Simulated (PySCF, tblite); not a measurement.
Isomers of C5H15NSi3, one GFN2-xTB conformer each. Single-point energies are computed at PBE0/pcSseg-1 (PySCF, gas phase, no added dispersion term), electronic only.

**Question.** Rank them by PBE0/pcSseg-1 energy, lowest first (kJ/mol).
A. `[CH3:1]/[CH:2]=[CH:3]\[Si@@H:4]1[CH2:5][CH2:6][SiH2:7][SiH2:8][NH:9]1` with C2–C3–Si4–C5 -174°, C3–Si4–C5–C6 180°, Si4–C5–C6–Si7 69°, C5–C6–Si7–Si8 -48°, C6–Si7–Si8–N9 23°
B. `[CH:1]#[C:2][C@@:3]([CH3:4])([SiH2:5][CH3:6])[N:7]([SiH3:8])[SiH3:9]` with C2–C3–Si5–C6 -56°, C2–C3–N7–Si8 158°

**Answer.** A (0.0), B (268.4).

As drawn, the lower has an N–H bond, an Si–Si bond and a C=C bond outside aromatic rings, which the higher lacks; the higher has a C≡C bond, which the lower lacks. GFN2-xTB itself gives, in the same order: 0.0, 53.4. Both levels put the same isomer lowest.

**Question.** Which frontier levels, dipoles and rotational constants go with these structures?

**Answer.** 
```
                             SMILES  HOMO (eV, PBE0/pcSseg-1)  LUMO (eV)  dipole (D)       A, B, C (MHz)
     C/C=C\[Si@@H]1CC[SiH2][SiH2]N1                     -6.99      -0.44        1.40  1814, 574.7, 465.2
C#C[C@@](C)([SiH2]C)N([SiH3])[SiH3]                     -6.52       0.00        1.44  1240, 791.6, 633.0
```

**Question.** What happens when harmonic zero-point energies from GFN2-xTB frequencies are added?

**Answer.** 
```tsv
SMILES	ZPE (kJ/mol)	electronic (kJ/mol)	with ZPE (kJ/mol)
C/C=C\[Si@@H]1CC[SiH2][SiH2]N1	476.8	0.0	0.0
C#C[C@@](C)([SiH2]C)N([SiH3])[SiH3]	448.1	268.4	239.7
```

The zero-point energies span 28.7 kJ/mol. The order is unchanged.
